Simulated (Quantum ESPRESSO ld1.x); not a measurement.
Results of a calculation; reference values are marked as such.
The chromium ion Cr9+, configuration [Ne] 3s2 3p3 (the NIST ground configuration). Level of theory: Dirac Kohn-Sham, revPBE, spin-unpolarised, spherical densities, point nucleus; open shells fill j = l - 1/2 first (ld1.x of Quantum ESPRESSO 7.5).

Unscreened Slater integrals over Kohn-Sham orbitals (hartree). Large and small components are both included. Empty in this configuration: 3d3/2, 3d5/2, 4s1/2.

integral            value
F0(4s1/2,4s1/2)   0.53840
F0(4s1/2,3d5/2)   0.66671
G2(4s1/2,3d5/2)  0.070158
F0(4s1/2,3d3/2)   0.66691
G2(4s1/2,3d3/2)  0.070055
F0(4s1/2,3p3/2)   0.66353
G1(4s1/2,3p3/2)  0.066641
F0(4s1/2,3p1/2)   0.66430
G1(4s1/2,3p1/2)  0.066610
F0(3d5/2,3d5/2)    1.1464
F2(3d5/2,3d5/2)   0.57976
F4(3d5/2,3d5/2)   0.37206
F0(3d5/2,3d3/2)    1.1474
F2(3d5/2,3d3/2)   0.58007
G2(3d5/2,3d3/2)   0.57951
G4(3d5/2,3d3/2)   0.37189
F0(3d5/2,3p3/2)    1.1189
F2(3d5/2,3p3/2)   0.55423
G1(3d5/2,3p3/2)   0.64928
G3(3d5/2,3p3/2)   0.41679
F0(3d5/2,3p1/2)    1.1227
G3(3d5/2,3p1/2)   0.41926
F0(3d3/2,3d3/2)    1.1483
F2(3d3/2,3d3/2)   0.58039
F0(3d3/2,3p3/2)    1.1198
F2(3d3/2,3p3/2)   0.55429
G1(3d3/2,3p3/2)   0.64887
G3(3d3/2,3p3/2)   0.41653
F0(3d3/2,3p1/2)    1.1236
G1(3d3/2,3p1/2)   0.65429
F0(3p3/2,3p3/2)    1.1065
F2(3p3/2,3p3/2)   0.56368
F0(3p3/2,3p1/2)    1.1100
G2(3p3/2,3p1/2)   0.56496
F0(3p1/2,3p1/2)    1.1135
